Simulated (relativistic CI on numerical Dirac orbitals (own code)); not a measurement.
Calculated at this level of theory: Dirac-Coulomb-Breit CI, KLI orbitals optimised for each configuration, model QED (radiative potential, 1s self-energy scaled to tabulated hydrogen-like ionisation energies), unscaled Slater integrals (own radial code, finite nucleus).

Configurations in the expansion (outside the closed core 1s2): 2s²2p⁴, 2s2p⁵, 2p⁶, 2p⁵3s, 2p⁵3p, 2p⁵3d, 2s²2p³3s, 2s²2p³3p, 2s²2p³3d, 2s2p⁴3s, 2s2p⁴3p, 2s2p⁴3d, 2s²2p³4s, 2s²2p³4p, 2s²2p³4d, 2s²2p³4f, 2s2p⁴4s, 2s²2p²3s², 2s2p⁴4p, 2s2p⁴4d, 2s2p⁴4f, 2s²2p²3s3p, 2s²2p³5s, 2s²2p³5p, 2s²2p²3s3d, 2s²2p²3p², 2s²2p³5d, 2s²2p³5f, 2s²2p³5g, 2s²2p²3p3d, 2s2p³3s², 2s²2p²3d², 2s2p³3s3p, 2s2p³3s3d, 2s2p³3p², 2s2p⁴5s. Levels of other configurations are missing.

At this charge energies of transitions that change n are usually good to better than 1 %, and those within a shell (Δn = 0) to a few per cent.

Outline of the computed level scheme of Eu LVI. Lowest level of each configuration: 2s²2p⁴ ³P2 at 0.00 eV; 2s2p⁵ ³P°2 at 992.86 eV; 2p⁶ ¹S0 at 2088.25 eV; 2s²2p³3s ³P°2 at 6188.39 eV; 2s²2p³3p ³P1 at 6284.21 eV; 2s²2p³3d ³D°2 at 6575.20 eV; 2s2p⁴3s ⁵P3 at 7106.77 eV.

Some strong electric-dipole decays among the lowest 45 levels: 2s²2p³3d ³D°3 → 2s²2p⁴ ³P2 (1.2e+15 s⁻¹); 2s²2p³3d ³D°1 → 2s²2p⁴ ¹S0 (7.1e+14 s⁻¹); 2s²2p³3d ³D°2 → 2s²2p⁴ ³P2 (5.2e+14 s⁻¹); 2s²2p³3d ³D°1 → 2s²2p⁴ ³P2 (1.4e+14 s⁻¹); 2s²2p³3s ¹D°2 → 2s²2p⁴ ¹D2 (9.8e+13 s⁻¹); 2s²2p³3s ³S°1 → 2s²2p⁴ ³P1 (9.2e+13 s⁻¹); 2s²2p³3s ¹P°1 → 2s²2p⁴ ³P2 (8.9e+13 s⁻¹); 2s2p⁴3s ³P2 → 2s2p⁵ ³P°2 (6.8e+13 s⁻¹).

LS names give the leading component of a level, which can be under half, so a name can repeat, a term be missing and a line seem to break the LS rules.
